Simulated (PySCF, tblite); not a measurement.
Isomers of C5H9OP, one GFN2-xTB conformer each. Single-point energies are computed at PBE0/pcSseg-1 (PySCF, gas phase, no added dispersion term), electronic only.

**Question.** Rank them by PBE0/pcSseg-1 energy, lowest first (kcal/mol).
A. `[CH:1]#[C:2][CH2:3][P:4]([CH3:5])([CH3:6])=[O:7]` with C2–C3–P4–C5 56°
B. `[CH3:1][CH2:2][C@@H:3]([CH3:4])[P:5]=[C:6]=[O:7]` with C1–C2–C3–C4 173°, C2–C3–P5–C6 99°
C. `[CH2:1]=[CH:2][P:3]1(=[O:4])[CH2:5][CH2:6][CH2:7]1` with C1–C2–P3–O4 0°, C2–P3–C5–C6 -90°, P3–C5–C6–C7 -18°, C5–C6–C7–P3 18°, C2–P3–C7–C6 90°
D. `[CH3:1]/[CH:2]=[P:3]\[CH2:4][C:5]([CH3:6])=[O:7]` with C2–P3–C4–C5 -82°, P3–C4–C5–C6 -77°
E. `[CH3:1][C:2]1=[CH:3][CH2:4][P@@H:5](=[O:6])[CH2:7]1` with C2–C3–C4–P5 18°, C3–C4–P5–O6 -150°, C4–P5–C7–C2 23°, C1–C2–C7–P5 163°
F. `[CH2:1]=[CH:2][P@@H:3](=[O:4])[CH:5]1[CH2:6][CH2:7]1` with C1–C2–P3–O4 -2°, C2–P3–C5–C6 73°

**Answer.** E (0.0), C (15.3), B (17.4), D (21.7), A (26.4), F (30.6).

As drawn, the highest has a three-membered ring, which the lowest lacks. Neighbours under 2.5 kcal/mol apart (C=CP1(=O)CCC1 and CC[C@@H](C)P=C=O) can change places with a better method, another conformer or zero-point energy. GFN2-xTB itself gives, in the same order: 0.0, 24.3, 50.7, 53.6, 34.2, 30.6. Both levels put the same isomer lowest; measured from each level's own lowest isomer, the values differ by up to 33.3 kcal/mol (CC[C@@H](C)P=C=O: 50.7 against 17.4).

**Question.** Which frontier levels, dipoles and rotational constants go with these structures?

**Answer.** 
| SMILES | HOMO (eV, PBE0/pcSseg-1) | LUMO (eV) | dipole (D) | A, B, C (MHz) |
| --- | --- | --- | --- | --- |
| CC1=CC[P@@H](=O)C1 | -7.37 | 0.09 | 4.29 | 5054, 1550, 1259 |
| C=CP1(=O)CCC1 | -7.62 | -0.72 | 3.79 | 3777, 1778, 1543 |
| CC[C@@H](C)P=C=O | -6.56 | -1.67 | 2.23 | 2668, 1650, 1214 |
| C/C=P\CC(C)=O | -6.93 | -1.64 | 1.43 | 3177, 1636, 1235 |
| C#CCP(C)(C)=O | -7.45 | 0.66 | 3.62 | 3471, 1482, 1479 |
| C=C[P@@H](=O)C1CC1 | -7.68 | -0.65 | 3.94 | 4346, 1491, 1201 |

**Question.** What happens when harmonic zero-point energies from GFN2-xTB frequencies are added?

**Answer.** 
```json
{"SMILES": "CC1=CC[P@@H](=O)C1", "ZPE (kcal/mol)": "79.7", "electronic (kcal/mol)": "0.0", "with ZPE (kcal/mol)": "0.0"}
{"SMILES": "C=CP1(=O)CCC1", "ZPE (kcal/mol)": "80.3", "electronic (kcal/mol)": "15.3", "with ZPE (kcal/mol)": "15.9"}
{"SMILES": "CC[C@@H](C)P=C=O", "ZPE (kcal/mol)": "81.1", "electronic (kcal/mol)": "17.4", "with ZPE (kcal/mol)": "18.8"}
{"SMILES": "C/C=P\\CC(C)=O", "ZPE (kcal/mol)": "79.6", "electronic (kcal/mol)": "21.7", "with ZPE (kcal/mol)": "21.5"}
{"SMILES": "C#CCP(C)(C)=O", "ZPE (kcal/mol)": "77.2", "electronic (kcal/mol)": "26.4", "with ZPE (kcal/mol)": "23.9"}
{"SMILES": "C=C[P@@H](=O)C1CC1", "ZPE (kcal/mol)": "79.1", "electronic (kcal/mol)": "30.6", "with ZPE (kcal/mol)": "30.0"}
```

The zero-point energies span 3.9 kcal/mol. The order is unchanged.
